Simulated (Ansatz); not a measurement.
**Energy profile**

The step: GaH₃O ([OH][GaH2]) → GaH + H₂O; bonds formed: O2–H3; bonds broken: Ga1–O2, Ga1–H3 (atoms numbered as in the saddle structure below).

Ga1  (-0.969, 0.400, 0.017)
O2  (0.664, -0.734, -0.188)
H3  (-0.138, -0.272, -1.237)
H4  (-1.133, 1.046, 1.461)
H5  (1.576, -0.440, -0.053)
(Å)

Electronic energies by CCSD(T) at an estimated basis limit (MP2 extrapolated from triple and quadruple zeta, plus CCSD(T) − MP2 in triple zeta), on PBE0-D4/def2-TZVP structures; GaH₃O, closed shell; no counterpoise correction. Computed with Ansatz 0.2.0 (basis: def2-TZVPP and def2-QZVPP); correlated methods freeze the cores. Filled d shells of the heavier atoms are correlated. The def2 sets are not built for correlating such inner shells, so the correlated values are less sure here. Extrapolation: Hartree–Fock as exp(−7.88 √X), correlation as X^−2.97.

Question: Give the profile in eV, counted from the start structure. (An estimate is asked for; the value comes from the calculation.)

Answer: The calculation gives:
```json
{"point": "start structure", "eV": "0.000"}
{"point": "saddle", "eV": "2.683"}
{"point": "end structure", "eV": "1.073"}
{"point": "separated: GaH (Ga1, H4; singlet) + H₂O (O2, H3, H5; singlet)", "eV": "1.403"}
```

No T1 diagnostic of these runs exceeds 0.019. The restricted Hartree–Fock reference is unstable towards an unrestricted one at one or more of these structures.

Labels in which every atom is bracketed show which atoms are joined, not bond orders.

For scale, one of the runs: CCSD(T)/def2-TZVPP, 121 basis functions, launched by `ansatz run in.yaml --threads 2 --pin off --events-out ev --progress --plain --max-ram 4352MiB`. The run took about 9.5 s on 2 CPU threads of an Arm Neoverse V2 (shared host).
